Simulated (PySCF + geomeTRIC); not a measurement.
Species: [Zr(N(CH3)2)(SH)3] (charge 0, multiplicity 1).

Task: Give a relaxed geometry from TPSS-D3(BJ)/def2-SVP (PySCF + geomeTRIC).

Result: One answer among several that fit: the end point of this relaxation, one of several conformers.
Z-matrix (Å, degrees):
```
N
C 1 1.4544
H 2 1.1018 1 109.81
H 2 1.1089 3 108.47 1 121.43
H 2 1.1089 3 108.69 4 117.13
C 1 1.4634 2 115.49 3 -179.82
H 6 1.1080 1 111.83 2 -62.72
H 6 1.1080 7 109.19 1 -123.93
H 6 1.1132 7 107.15 8 -115.55
Zr 1 2.0028 2 135.86 3 -0.78
S 10 2.4661 1 101.07 2 -107.41
H 11 1.3611 10 94.61 1 -169.68
S 10 2.4702 1 112.14 2 8.59
H 13 1.3608 10 90.44 1 -90.51
S 10 2.4729 1 109.75 2 132.51
H 15 1.3618 10 90.46 1 -163.84
```
